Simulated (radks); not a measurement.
Task: Xe VII, configuration [Kr] 4d(3/2: 4, 5/2: 5) 5s2 5p(1/2: 1, 3/2: 0) (not the ground configuration). All-electron calculation, Dirac Kohn-Sham, BLYP, spin-unpolarised, spherical densities, finite nucleus; Fermi nuclear charge, rms radius 4.7859 fm. Program: a radial shooting solver on a logarithmic mesh with Libxc functionals. Some entries of the table are withheld. Estimate them.

| orbital | occ. | eigenvalue (Ry) | <r> (bohr) | r(max) (bohr) |
|---|---|---|---|---|
| 1s1/2 | 2 | -2531.176 | (1) | 0.01715 |
| 2s1/2 | 2 | -399.3159 | 0.1142 | 0.09710 |
| 2p1/2 | 2 | (2) | 0.09619 | 0.07437 |
| 2p3/2 | 4 | (3) | 0.1020 | 0.07926 |
| 3s1/2 | 2 | -86.76727 | 0.3060 | 0.2791 |
| 3p1/2 | 2 | -76.90958 | 0.2961 | 0.2655 |
| 3p3/2 | 4 | -72.37178 | 0.3077 | 0.2763 |
| 3d3/2 | 4 | (4) | 0.2785 | 0.2240 |
| 3d5/2 | 6 | (5) | 0.2822 | 0.2270 |
| 4s1/2 | 2 | -20.69369 | 0.7114 | (6) |
| 4p1/2 | 2 | -17.17833 | 0.7380 | (7) |
| 4p3/2 | 4 | -16.24969 | 0.7645 | (8) |
| 4d3/2 | 4 | (9) | 0.8439 | 0.7349 |
| 4d5/2 | 5 | (10) | 0.8533 | 0.7429 |
| 5s1/2 | 2 | -6.57588 | 1.608 | 1.500 |
| 5p1/2 | 1 | -5.54031 | 1.750 | 1.621 |
| 5p3/2 | 0 | -5.36556 | 1.802 | 1.673 |

Result: 
(1) 1s1/2 <r> (bohr): 0.02666
(2) 2p1/2 eigenvalue (Ry): -375.6073
(3) 2p3/2 eigenvalue (Ry): -351.7346
(4) 3d3/2 eigenvalue (Ry): -55.01751
(5) 3d5/2 eigenvalue (Ry): -54.05765
(6) 4s1/2 r(max) (bohr): 0.6591
(7) 4p1/2 r(max) (bohr): 0.6739
(8) 4p3/2 r(max) (bohr): 0.6976
(9) 4d3/2 eigenvalue (Ry): -10.52127
(10) 4d5/2 eigenvalue (Ry): -10.36582
